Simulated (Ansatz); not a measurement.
A geometry relaxed with B3LYP-D3(BJ)/def2-TZVP in Ansatz (a quantum-chemistry and plane-wave program), charge 0, multiplicity 1:

```xyz
13

C     -0.7391    -0.6059     0.1180
C      1.6912     0.1513     0.5404
H     -1.4477     0.5961    -1.5463
H     -1.0476     1.5468    -0.1113
O      1.0556    -1.1554    -1.3492
C     -1.4842     0.6076    -0.4565
H     -1.1978    -1.5271    -0.2423
H      1.2930     1.1270     0.8270
H      2.6424     0.2691     0.0264
H      1.8483    -0.4116     1.4652
H     -0.7944    -0.5914     1.2094
C      0.7108    -0.6008    -0.3312
H     -2.5305     0.5942    -0.1496
```

Write the SMILES of this molecule.

`CCC(C)=O`
